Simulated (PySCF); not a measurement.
Si(OH)(SH) (H2OSSi), SMILES O[Si]S (connectivity only; charge and spin as stated), neutral, multiplicity 1.

Geometry optimised at B3LYP-D3(BJ)/def2-TZVP. One conformer was computed; it need not be the lowest.

These are TDA-M06-2X/def2-SVPD (PySCF 2.14.0) values and carry that method's errors.

Vertical excitations. Gas-phase values at a fixed geometry. State labels are in the subgroup Cs.

Computed excitation energies, oscillator strengths and character:
```csv
state,symmetry,energy (eV),λ (nm),f,main pairs
S1,A",4.33,287,0.049,HOMO→LUMO 96 %
S2,A',5.42,229,0.008,"HOMO−1→LUMO 75 %, HOMO→LUMO+1 15 %"
S3,A',6.02,206,0.065,"HOMO→LUMO+1 64 %, HOMO→LUMO+2 18 %, HOMO−1→LUMO 11 %"
S4,A",6.20,200,0.006,"HOMO−1→LUMO+1 70 %, HOMO−1→LUMO+3 15 %"
S5,A',6.43,193,0.157,"HOMO→LUMO+2 47 %, HOMO→LUMO+3 21 %, HOMO→LUMO+1 13 %, HOMO→LUMO+4 9 %"
S6,A",6.89,180,0.034,HOMO−1→LUMO+2 87 %
S7,A',7.03,176,0.734,"HOMO→LUMO+3 44 %, HOMO→LUMO+2 27 %, HOMO→LUMO+4 8 %, HOMO→LUMO+7 7 %"
S8,A",7.23,171,0.013,HOMO−2→LUMO 64 %
S9,A",7.40,168,0.038,"HOMO−1→LUMO+3 48 %, HOMO−2→LUMO 13 %, HOMO−1→LUMO+4 9 %, HOMO−1→LUMO+1 9 %"
S10,A',7.42,167,0.113,"HOMO→LUMO+4 50 %, HOMO→LUMO+3 23 %, HOMO→LUMO+6 20 %"
T1,A",2.85,436,0,HOMO→LUMO 97 %
T2,A',4.55,273,0,HOMO−1→LUMO 98 %
T3,A',4.98,249,0,"HOMO→LUMO+1 55 %, HOMO→LUMO+2 20 %, HOMO→LUMO+4 11 %"
T4,A',5.89,210,0,"HOMO→LUMO+2 59 %, HOMO→LUMO+1 22 %"
```
Triplets are in the Tamm–Dancoff approximation.
